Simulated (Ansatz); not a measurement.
Species: C4H5S, SMILES `C1=CSC[CH+]1` with one electron added (charge 0, multiplicity 2).

Problem. Give a relaxed geometry from B3LYP-D3(BJ)/def2-TZVP in Ansatz (an electronic-structure program).

Solution. One answer among several that fit: the end point of this relaxation, one of several conformers (outside a Z-matrix the atoms follow the SMILES, hydrogens last).
Cartesian coordinates (Å) in one orientation:
```xyz
10

C     -0.957    -0.641     0.045
C     -1.296     0.645    -0.366
S      0.076     1.706    -0.469
C      1.229     0.374     0.069
C      0.378    -0.837     0.289
H     -1.701    -1.419     0.158
H     -2.280     1.012    -0.609
H      1.987     0.229    -0.706
H      1.749     0.702     0.975
H      0.814    -1.771     0.614
```
